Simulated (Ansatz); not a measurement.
Abridged output of a molecular run in Ansatz:

```
Functional definition: HF
1139 factors; integrals over basis functions are off by at most 7.3e-4 eV
mean field evaluation 1: about -32963.4359 eV, gradient 7.9e1 eV
mean field evaluation 2: about -32963.6605 eV, gradient 8.0e1 eV
mean field evaluation 4: about -32976.1796 eV, gradient 1.4e1 eV
mean field evaluation 8: about -32976.5820 eV, gradient 6.7e-1 eV
mean field evaluation 16: about -32976.5847 eV, gradient 2.4e-6 eV
mean field -32976.58469551 eV, -1211.8671352279 hartree, gradient 2.4e-6 eV, S^2 0.000000; 1 other end points of the search recorded, 0 dependent functions left out
13 core orbitals not correlated: weight in the atoms' cores, before any rotation towards them, 1.000 or more for the frozen orbitals, at most 0.000 for the correlated occupied ones
reference -32976.58469551 eV, -1211.8671352279 hartree; 24, 24 occupied and 82, 82 virtual orbitals, 1139 factors
second order -35.63676773 eV of doubles, -0.00000000 eV of singles
cycle   1  -31.69634265 eV  change     3.9e0 eV  update   3.4e-1
cycle   2  -33.77740774 eV  change    -2.1e0 eV  update   2.6e-1
cycle   3  -34.14133275 eV  change   -3.6e-1 eV  update   4.8e-2
cycle   4  -34.18720603 eV  change   -4.6e-2 eV  update   2.5e-2
cycle   5  -34.15263830 eV  change    3.5e-2 eV  update   9.4e-3
cycle   6  -34.15863993 eV  change   -6.0e-3 eV  update   4.9e-3
cycle   7  -34.15654708 eV  change    2.1e-3 eV  update   2.2e-3
cycle   8  -34.15519414 eV  change    1.4e-3 eV  update   1.3e-3
cycle   9  -34.15541650 eV  change   -2.2e-4 eV  update   5.3e-4
cycle  10  -34.15631389 eV  change   -9.0e-4 eV  update   3.7e-4
cycle  11  -34.15614302 eV  change    1.7e-4 eV  update   1.7e-4
cycle  12  -34.15583555 eV  change    3.1e-4 eV  update   9.6e-5
cycle  13  -34.15603268 eV  change   -2.0e-4 eV  update   4.1e-5
cycle  14  -34.15595017 eV  change    8.3e-5 eV  update   2.7e-5
cycle  15  -34.15594936 eV  change    8.1e-7 eV  update   1.6e-5
perturbative correction -1.70274782 eV, -0.0625748283 hartree
Total energy: -33012.44339269 eV, -1213.1849180434 hartree
```

Its atoms:

```xyz
8

O    -0.370    1.407    1.381
Mo    0.160    0.385    0.203
O    -0.796   -1.260    0.160
O    -0.974    0.801   -1.199
Cl    1.967    1.316   -0.812
Cl    1.647   -0.887    1.463
H    -0.451   -1.958    0.725
H    -1.184    0.196   -1.920
```

(1) Which basis set was used?
A. def2-SVP
B. def2-QZVPP
C. def2-TZVPPD
D. def2-SVPD

(2) Write the keys of the input that set method, charge and spin (a neutral closed shell needs none for the last two).

Answers

(1) A. It gives 119 functions.

(2) 
```yaml
correlation: {method: ccsd_t}
```
